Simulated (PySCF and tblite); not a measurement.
Results of a calculation; reference values are marked as such.
C9H12, numbered as in [CH:1]#[C:2][CH:3]1[CH2:4][CH2:5][CH:6]=[CH:7][CH2:8][CH2:9]1.

Free energies: B3LYP-D3(BJ)/def2-SVP (IEF-PCM, acetone) on GFN2-xTB structures plus GFN2-xTB thermal terms, symmetry and mirror images included. Conformers within 2.5 kcal/mol (GFN2-xTB free energy) were kept, 3 at most. GIAO shieldings: mPW1PW91/pcSseg-1 (IEF-PCM, acetone). Shifts are against TMS (¹H), TMS (¹³C) at the same level. Run with PySCF (density fitting) and tblite.

The 7-ring runs over atoms 3–4–5–6–7–8–9. Of a mirror pair one member is shown.

```tsv
conformer	shape	symmetry	E(GFN2) kcal/mol	E(DFT) kcal/mol
1	7-ring puckered (ring torsions -78, 62, 0, -62, 78, -67, 67°)	Cs	0.00	0.01
2	7-ring puckered (ring torsions 79, -63, 0, 63, -79, 65, -65°)	Cs	0.00	0.00
3	7-ring puckered (ring torsions 82, -32, -4, -32, 82, -44, -44°)	C1 (pair)	1.04	0.67
```

Problem. How much do the weights at 298.15 K and the averaged shift of H3 depend on how the conformers are weighted?

Solution. 
| weighting | 1 (%) | 2 (%) | 3 (%) | δ (ppm) | rms dipole (D) |
| --- | --- | --- | --- | --- | --- |
| DFT energy with thermal terms, symmetry and mirror images (full scheme) | 42 | 30 | 27 | 2.85 | 0.82 |
| DFT energy with symmetry and mirror images | 37 | 38 | 25 | 2.90 | 0.81 |
| bare DFT energy | 42 | 44 | 14 | 2.91 | 0.80 |
| GFN2-xTB energy with symmetry and mirror images | 43 | 43 | 15 | 2.90 | 0.80 |
| GFN2-xTB free energy | 49 | 34 | 17 | 2.85 | 0.81 |
| leading conformer alone | 100 | 0 | 0 | 2.53 | 0.85 |
| equal weights | 33 | 33 | 33 | 2.90 | 0.82 |
| full scheme, search stopped after three starts | 100 | 0 | 0 | 2.53 | 0.85 |

The largest departure from the full scheme, 0.32 ppm, comes with: leading conformer alone.

For its torsions the set is small; conformers may be missing.
